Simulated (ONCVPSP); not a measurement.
# Mg (Z = 12), ONCV: configuration errors across variants

Mg (Z = 12), optimised norm-conserving Vanderbilt (ONCV), made with ONCVPSP 4.0.1 (LDA (Perdew-Wang 92), scalar-relativistic). Core [He], reference 2s2 2p6 3s1 3p1. Waves: 2s+3s: rc 1.15 bohr, ncon 3, nbas 7, qcut 8.7 1/bohr, 2 projectors; 2p+3p: rc 1.05 bohr, ncon 4, nbas 9, qcut 11.2 1/bohr, 2 projectors; d scattering state at 0.42 Ha: rc 1.20 bohr, ncon 4, nbas 8, qcut 7.2 1/bohr, 2 projectors, debl 2.4 Ha. Local part: polynomial inside 0.95 bohr (lpopt 5, dvloc0 0 Ha). Core correction: Teter function fitted to the true core (icmod 2), fcfact 0.5.

All-electron excitation energies from the reference (eV): (1) 2s2 2p6 3s2 3p0 -3.521; (2) 2s2 2p6 3s1 3p0 4.547; (3) 2s2 2p6 3s0 3p0 19.590; (4) 2s1 2p6 3s2 3p0 87.399.

Errors AE − PS in meV (a dash: test not solved or not reliable):

| change | (1) | (2) | (3) | (4) | bound ghosts | GHOST(+) flags above zero |
| --- | --- | --- | --- | --- | --- | --- |
| base | -0.1 | +0.1 | -0.7 | -291 | none | none |
| s: qcut 5.6; p: qcut 7.2; d: qcut 4.7 | -0.3 | +0.1 | -0.7 | -299 | none | none |
| s: qcut 6.7; p: qcut 8.7; d: qcut 5.6 | -0.2 | +0.1 | -0.7 | -324 | none | none |
| s: qcut 7.8; p: qcut 10; d: qcut 6.4 | -0.1 | +0.1 | -0.7 | -316 | none | none |
| s: qcut 8.4; p: qcut 10.8; d: qcut 6.9 | -0.1 | +0.1 | -0.7 | -299 | none | none |
| s: qcut 10.7; p: qcut 13.7; d: qcut 8.8 | 0.0 | +0.1 | -0.6 | -228 | none | none |
| s: qcut 11.8; p: qcut 15.1; d: qcut 9.7 | 0.0 | +0.1 | -0.5 | -192 | none | none |
| s: qcut 12.4; p: qcut 16; d: qcut 10.3 | +0.1 | +0.1 | -0.4 | -170 | none | none |

Question: Give the same row for: s: qcut 9.3; p: qcut 12; d: qcut 7.7.

Answer: 0.0, +0.1, -0.6, -271; bound ghosts: none; GHOST(+) flags above zero: none.
